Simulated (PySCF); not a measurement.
C2H8O2Si, SMILES C[C@H](O)[SiH2]O.

Coordinates come from a PBE-D3(BJ)/def2-SVP optimisation. The structure was generated by enumeration; whether it is a known compound was not checked. One conformer was computed; it need not be the lowest.

These are PBE-D3(BJ)/def2-SVP (PySCF) values and carry that method's errors.

Frequencies are harmonic and unscaled.

```csv
mode,ν (cm⁻¹),IR (km/mol),moving atoms (share of kinetic energy)
1,64,2.0,"O 49 %, H 25 %, Si 15 %, C 12 %"
2,164,8.0,"O 57 %, H 19 %, C 16 %"
3,231,1.8,"H 79 %, C 9 %"
4,278,3.9,"H 42 %, O 27 %, C 19 %, Si 13 %"
5,288,4.9,"H 41 %, O 27 %, C 23 %, Si 10 %"
6,355,62.8,H 87 %
7,407,41.3,"H 33 %, O 31 %, C 28 %, Si 9 %"
8,522,83.7,"H 86 %, O 8 %"
9,549,40.6,"H 52 %, C 20 %, Si 19 %, O 9 %"
10,677,31.2,"H 53 %, C 27 %, Si 17 %"
11,706,22.4,"H 87 %, C 8 %"
12,806,44.8,"H 68 %, O 26 %"
13,850,47.7,"O 42 %, H 22 %, Si 19 %, C 17 %"
14,882,66.3,"H 48 %, O 22 %, Si 15 %, C 14 %"
15,937,56.6,H 90 %
16,962,166.9,"H 75 %, C 14 %"
17,977,168.2,H 83 %
18,1042,76.5,"H 58 %, C 29 %, O 13 %"
19,1067,5.2,"C 65 %, H 30 %"
20,1190,12.1,"H 61 %, C 37 %"
21,1239,11.2,"H 71 %, C 27 %"
22,1330,4.4,"H 83 %, C 16 %"
23,1351,36.1,"H 79 %, C 17 %"
24,1406,9.8,H 96 %
25,1422,5.1,H 96 %
26,2111,143.2,H 97 %
27,2174,125.3,H 97 %
28,2954,19.3,H 97 %
29,2983,10.1,H 92 %
30,3039,19.7,"H 91 %, C 9 %"
31,3056,12.0,"H 91 %, C 9 %"
32,3624,89.8,H 94 %
33,3666,19.3,H 94 %
```
